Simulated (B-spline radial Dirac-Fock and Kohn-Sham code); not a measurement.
## Os⁵⁺: K-LL lines in intermediate coupling

System: the Os⁵⁺ ion in the configuration [Xe] 4f14 5d3, inside a Watson sphere of charge -5 and radius 2.2 Å (a model of the Madelung potential; inside it an electron's potential energy is raised by 32.7 eV).

Input file task.json (cfg lists n, l and occupation; rrms is the nuclear radius in fm):

```json
{"items": [{
  "Z": 76,
  "q": 5,
  "cfg": [[1, 0, 2], [2, 0, 2], [2, 1, 6], [3, 0, 2], [3, 1, 6], [3, 2, 10], [4, 0, 2], [4, 1, 6], [4, 2, 10], [4, 3, 14], [5, 0, 2], [5, 1, 6], [5, 2, 3]],
  "A": 192,
  "rrms": 5.4126,
  "watson": [-5, 2.2],
  "do": ["binding", "quiet", "double"]
}]}
```

Launch: `python xray_run.py task.json out`

Model: relaxed Dirac-Fock hole states (ΔSCF) with Breit and QED corrections and a finite nucleus. Program: a B-spline atomic structure program. The two-hole levels come from diagonalising the Coulomb interaction among the jj configurations; intensities are independent-particle Coulomb rates. Kinetic energies are from the vacuum level. Correlation and solid-state effects are left out. Open outer shells are spectators and are not coupled to the holes. The rates lack the Breit term, which in heavy atoms raises K-L1L1 and K-L1L2. Labels follow the leading weight; the literature often keeps the label of the LS limit.

```tsv
kinetic energy (eV)	J	leading jj holes (weight)	leading LS term (weight)	intensity (%)
47634.0	0	L1L1 (1.00)	¹S0 (1.00)	12.0
48225.5	1	L1L2 (1.00)	³P1 (0.63)	16.7
48269.7	0	L1L2 (1.00)	³P0 (1.00)	2.3
48750.9	0	L2L2 (1.00)	³P0 (0.65)	2.5
49717.0	1	L1L3 (1.00)	¹P1 (0.63)	12.0
49801.0	2	L1L3 (1.00)	³P2 (1.00)	3.0
50298.8	2	L2L3 (1.00)	¹D2 (0.68)	37.1
50325.6	1	L2L3 (1.00)	³P1 (1.00)	0.1
51790.6	0	L3L3 (1.00)	¹S0 (0.65)	1.8
51842.7	2	L3L3 (1.00)	³P2 (0.68)	12.5
```

The strongest line, by its leading LS label ¹D2, lies at 50298.8 eV. The mean weight of the leading component is 1.00 in jj and 0.79 in LS coupling, so jj labels describe these levels better.

Values without a named source are computed, but for edge energies of neutral atoms, which are taken from tables.
